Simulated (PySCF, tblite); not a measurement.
Isomers of C3H6O4SSi, one GFN2-xTB conformer each. Single-point energies are computed at PBE0/pcSseg-1 (PySCF, gas phase, no added dispersion term), electronic only.

Question: Rank them by PBE0/pcSseg-1 energy, lowest first (kcal/mol).
A. `[O:1]=[C:2]([OH:3])[CH2:4][O:5][C:6](=[S:7])[O:8][SiH3:9]` with O1–C2–O3–H -2°, O1–C2–C4–O5 12°, C2–C4–O5–C6 69°, C4–O5–C6–S7 9°, O5–C6–O8–Si9 7°
B. `[CH3:1][S:2][Si@@H:3]([O:4][CH:5]=[O:6])[C:7](=[O:8])[OH:9]` with C1–S2–Si3–O4 -172°, S2–Si3–O4–C5 -176°, Si3–O4–C5–O6 5°, S2–Si3–C7–O8 64°, Si3–C7–O9–H 178°

Answer: B (0.0), A (34.6).

As drawn, the lower has an Si–C bond, which the higher lacks; the higher has a C=S bond, which the lower lacks. GFN2-xTB itself gives, in the same order: 6.7, 0.0. GFN2-xTB puts O=C(O)COC(=S)O[SiH3] lowest instead.

Question: Which frontier levels, dipoles and rotational constants go with these structures?

Answer: 
```
               SMILES  HOMO (eV, PBE0/pcSseg-1)  LUMO (eV)  dipole (D)       A, B, C (MHz)
CS[Si@@H](OC=O)C(=O)O                     -7.23      -0.98        1.04  1640, 917.1, 655.5
 O=C(O)COC(=S)O[SiH3]                     -6.70      -0.89        3.75  2000, 752.1, 629.0
```

Question: What happens when harmonic zero-point energies from GFN2-xTB frequencies are added?

Answer: 
```json
{"SMILES": "CS[Si@@H](OC=O)C(=O)O", "ZPE (kcal/mol)": "58.7", "electronic (kcal/mol)": "0.0", "with ZPE (kcal/mol)": "0.0"}
{"SMILES": "O=C(O)COC(=S)O[SiH3]", "ZPE (kcal/mol)": "56.6", "electronic (kcal/mol)": "34.6", "with ZPE (kcal/mol)": "32.6"}
```

The zero-point energies span 2.1 kcal/mol. The order is unchanged.
